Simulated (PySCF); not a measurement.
# How methods differ on the interval between two levels of Mn

Mn [Ar] 3d5 4s2 [6S5/2, M_J = 5/2] → Mn [Ar] 3d5 4s1 4p1 [8P9/2, M_J = 9/2], as a difference of total energies. Calculation: PySCF 2.14, in x2c-TZVPall-2c; the two-component X2C-1e Hamiltonian. Correlated levels: [Ne] frozen; the 6 highest virtual spinors dropped. "Screened" scales the spin-orbit matrix elements by Boettger's factors to mimic the two-electron term; Breit and QED terms are absent.

```
                    method  interval between two levels (cm⁻¹)
           GHF (spin-free)                               10591
          GMP2 (spin-free)                               16539
 GHF (screened spin-orbit)                               10735
GMP2 (screened spin-orbit)                               16698
```

Errors of the correlated levels include the incompleteness of this basis and the frozen core.

The labels give the starting determinants; with spin-orbit coupling the two ends relaxed to ⟨J²⟩ = 8.77, ⟨L²⟩ = 0.00, ⟨S²⟩ = 8.77 and ⟨J²⟩ = 24.76, ⟨L²⟩ = 2.01, ⟨S²⟩ = 15.75.

For comparison: 18705 cm⁻¹ (measured; NIST Handbook of Basic Atomic Spectroscopic Data (Sansonetti and Martin, J. Phys. Chem. Ref. Data 34, 1559 (2005))).
